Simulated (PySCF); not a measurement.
**Bond curve of AuBr**

Set-up: basis Au def2-TZVPP with ECP60, Br def2-TZVPP; scalar-relativistic core potentials; PySCF 2.14. Energies in eV from Au (5d10 6s1) + Br in their ground configurations at the same level. State: ¹Σ⁺ (singlet), closed shell.

All columns are PBE0. A positive dipole means Au(−)Br(+).

```csv
R (Å),E (eV),μ (D),Mulliken charge on Au (basis-dependent),HOMO (eV),LUMO (eV),Mayer bond order,⟨S²⟩
2.027,-1.500,-2.95,0.31,-7.48,-3.12,1.38,0.00
2.121,-2.178,-3.11,0.31,-7.56,-3.30,1.28,0.00
2.216,-2.528,-3.29,0.32,-7.62,-3.49,1.20,0.00
2.286,-2.643,-3.43,0.33,-7.65,-3.63,1.15,0.00
2.357,-2.669,-3.57,0.34,-7.68,-3.76,1.11,0.00
2.428,-2.629,-3.72,0.34,-7.69,-3.90,1.07,0.00
2.522,-2.508,-3.92,0.35,-7.69,-4.07,1.04,0.00
2.640,-2.289,-4.18,0.35,-7.67,-4.28,1.00,0.00
2.781,-1.977,-4.50,0.36,-7.63,-4.52,0.97,0.00
2.970,-1.543,-4.90,0.35,-7.55,-4.81,0.95,0.00
```

A fit through these points gives, at Re = 2.346 Å, μ = -3.55 D and dμ/dR = -2.06 D/Å; the reduced mass is 56.34 u.

Task: How strong is the fundamental in the double-harmonic approximation, I = 42.26·(dμ/dR)²/μred km/mol?

Result: I = 42.26·(-2.06)²/56.34 = 3.18 km/mol at PBE0.

These are scalar-relativistic numbers at best; spin–orbit coupling would shift them, the dissociation energy most.
